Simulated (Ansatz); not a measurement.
Input and output for CH$_{4}$BrInO (`[OH][InH][CH2]Br`).

```yaml
crystal:
  periodic: [false, false, false]
  atoms:
    - {symbol: O, position_ang: [-2.058960, 0.986549, 0.155408]}
    - {symbol: In, position_ang: [-0.109368, 0.904477, 0.539772]}
    - {symbol: C, position_ang: [0.827103, -0.938605, -0.082929]}
    - {symbol: Br, position_ang: [1.405675, -0.518817, -1.909798]}
    - {symbol: H, position_ang: [-2.400366, 0.202026, -0.278850]}
    - {symbol: H, position_ang: [0.549382, 2.317247, 1.221019]}
    - {symbol: H, position_ang: [1.723520, -1.220778, 0.462691]}
    - {symbol: H, position_ang: [0.155012, -1.789198, -0.163112]}
basis:
  gaussian: {orbitals: x2c-TZVPPall, fitting: {mean_field: cc-pVTZ-jkfit}}
hamiltonian: {xc: {name: wB97X}}
```

```sh
$ ansatz run in.yaml --threads 4 --pin off --events-out ev --progress --plain --max-ram 10444MiB
```

Shortened log:

```
Functional definition: wB97X
Error: <dir> the basis set cc-pVTZ-JKFIT has no functions for In
```
